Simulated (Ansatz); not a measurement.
Relaxation of C2H9GeOP (14 atoms, charge 0, multiplicity 1), to a largest force component of 0.015 eV/Å in at most 40 steps.

The calculation used RHF/def2-SVP in Ansatz 0.2.0.

```xyz
14
Properties=species:S:1:pos:R:3:forces:R:3
C -1.663 1.034 1.463 -2.06 2.70 0.18
O -0.723 0.151 1.066 0.26 -0.46 -1.44
C -0.696 0.093 -0.354 3.06 -0.01 1.22
Ge 0.793 -1.164 -0.859 -2.70 -1.00 0.03
P 2.735 -0.472 -0.060 1.36 1.59 0.01
H -2.717 0.780 1.090 1.41 0.19 0.48
H -1.444 2.105 1.091 -0.28 -1.55 0.35
H -1.711 1.134 2.552 0.14 -0.44 -0.13
H -1.623 -0.251 -0.722 -1.26 -0.17 -0.73
H -0.394 1.081 -0.753 -0.70 -0.32 0.00
H 0.778 -1.259 -2.380 0.08 -0.08 -0.30
H 0.406 -2.563 -0.254 0.29 0.47 -0.28
H 2.777 0.668 -0.994 0.18 -0.94 0.74
H 3.471 -1.366 -0.858 0.23 0.02 -0.14
```

Question: Where does it end, and by what steps?

Answer: It converged. After 5 steps the energy has fallen by 0.481 eV; H10 moved furthest, 0.16 Å.

| step | energy less start (eV) | largest force component (eV/Å) | accepted |
| --- | --- | --- | --- |
| 0 | 0.0000 | 3.063 | yes |
| 1 | -0.4037 | 0.993 | yes |
| 2 | -0.4671 | 0.363 | yes |
| 3 | -0.4791 | 0.125 | yes |
| 4 | -0.4808 | 0.035 | yes |
| 5 | -0.4809 | 0.011 | yes |

```xyz
14
Properties=species:S:1:pos:R:3
C -1.675 1.090 1.491
O -0.731 0.208 0.983
C -0.701 0.095 -0.402
Ge 0.709 -1.199 -0.886
P 2.755 -0.457 -0.022
H -2.692 0.794 1.212
H -1.503 2.111 1.134
H -1.593 1.081 2.576
H -1.665 -0.251 -0.796
H -0.496 1.063 -0.877
H 0.746 -1.336 -2.418
H 0.397 -2.570 -0.272
H 2.875 0.656 -0.887
H 3.559 -1.314 -0.807
```

Whether the end is a true minimum wasn't checked by a vibrational analysis.

The run took 19 s on 2 threads of Arm Neoverse V2, on a shared host, peak memory 0.35 GiB.
